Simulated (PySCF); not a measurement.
**Electron correlation in Pm⁴⁹⁺ (promethium, charge +49)**

[Ne] 3s2, closed-shell 1S. Computed with PySCF 2.14 in an uncontracted even-tempered set (17 s from 11 bohr⁻², ratio 2.5; 12 p from 15 bohr⁻², ratio 2.5; 4 d from 54 bohr⁻², ratio 2.7; 4 f from 81 bohr⁻², ratio 2.7), with the spin-free X2C one-electron Hamiltonian (Gaussian nucleus). Frozen: 1s2; 10 electrons correlated; the 20 highest virtual orbitals of each spin left out.

| level | correlation energy (mhartree) |
| --- | --- |
| CCSD | -491.18 |
| (T) | -0.64 |
| CCSD(T) | -491.82 |

Diagnostics: T1 = 0.00016, D1 = 0.0005, largest double amplitude 0.046.

Cost of the coupled-cluster step: about 2.5 core-seconds, for 10 correlated electrons.

At this charge the one-electron X2C treatment keeps the bare 1/r₁₂, with no two-electron picture change or Breit term. The effect here is smaller than on the frozen 1s shell; and a scalar Hamiltonian misses the large spin-orbit splitting of the p shells, which matters for ns² → np² pairs.
